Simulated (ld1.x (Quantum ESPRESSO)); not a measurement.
# Which setting gave this result? (Se (Z = 34), TM)

Base potential:

* Element: Se
* Generator: ld1.x (Quantum ESPRESSO) 7.5
* Type: norm-conserving Troullier–Martins (Kleinman–Bylander form)
* Functional: revPBE
* Relativity: fully relativistic
* Frozen core: [Ar] 3d10
* Valence charge: 6
* Reference configuration: 4s2 4p4
* Partial waves: 4s (bound): rc 1.55 bohr; 4p (bound): rc 2.00 bohr
* Local potential: all-electron potential smoothed inside 1.80 bohr (lloc = -2)
* Core correction: a·sin(br)/r model core inside 1.40 bohr

Open shells are filled in proportion to 2j + 1 (rel_dist='average').

Cutoffs, loose and tight: the cutoffs (Ry, on a coarse ladder) from which the occupation-weighted sum of valence levels, in a spherical-Bessel basis at the reference potential, stays within 10 and 1 mRy of its value at 400 Ry. They do not see the model core or the augmentation charge, which bear on the density cutoff. Test errors are all-electron minus pseudo excitation energies from the reference, over the configurations 4s2 4p3; 4s2 4p2; 4s2 4p1; 4s2 4p0; 4s2 4p3.5; 4s1 4p5; 4s1 4p4; variants that change the core or the reference have their own tests. The largest error is taken over the tests solved by every variant that gives reliable tests at all, those not shown here included: 4s1 4p4; 4s1 4p5; 4s2 4p0; 4s2 4p2; 4s2 4p3; 4s2 4p3.5.

Only the scale of all radii but the core radius (base = 1) is moved:

| scale of all radii but the core radius (base = 1) | cutoff, loose | cutoff, tight | bound ghosts | largest test error (meV) |
| --- | --- | --- | --- | --- |
| 0.8 | 50 Ry | 110 Ry | none | -164 |
| 1.03 | 35 Ry | 50 Ry | none | -247 |
| 1.16 | 30 Ry | 45 Ry | p1/2 | -400 |
| 1.23 | 30 Ry | 40 Ry | none | -547 |
| 1.37 | 15 Ry | 35 Ry | none | +1117 |

One more run gave cutoff, loose: 40 Ry; cutoff, tight: 80 Ry; bound ghosts: none; largest test error (meV): -181. Which value of the scale of all radii but the core radius (base = 1) was used?

0.86. The tight cutoff moves one way along this sweep, from 110 Ry at 0.8 to 35 Ry at 1.37, which places the run between 0.8 and 1.03.
